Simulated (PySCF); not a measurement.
**Dipole response of P (phosphorus, neutral)**

[Ne] 3s2 3p3, high-spin 4S determinant. All numbers are calculated (PySCF 2.14, the spin-free X2C one-electron Hamiltonian (Gaussian nucleus), in an uncontracted even-tempered set (22 s from 0.01 bohr⁻², ratio 2.5; 15 p from 0.013 bohr⁻², ratio 2.5; 6 d from 0.46 bohr⁻², ratio 2.7; 5 f from 0.69 bohr⁻², ratio 2.7)). Coupled (time-dependent) response in atomic units; α is the mean over directions.

```json
{"method": "UHF", "mean α (bohr³)": "15.83", "C₆ (like pair)": "77.67", "S(−4)": "154.5"}
{"method": "PBE0", "mean α (bohr³)": "15.29", "C₆ (like pair)": "73.93", "S(−4)": "146.5"}
```

S(−4) is the Cauchy moment in α(ω) = α(0) + S(−4) ω² + …

Reference α: 25 ± 1 bohr³ (recommended; Schwerdtfeger and Nagle, table of static dipole polarizabilities (2023 update)). Published C₆: 185.0 (Chu and Dalgarno (2004); Tang, Norbeck and Certain (1976)).

α(iu) at PBE0:

```csv
u (hartree),α(iu) (bohr³)
0,15.29
0.0500,14.94
0.100,14.02
0.200,11.56
0.300,9.364
0.500,6.425
0.750,4.333
1.00,3.099
1.50,1.810
2.00,1.199
3.00,0.6582
5.00,0.3040
```
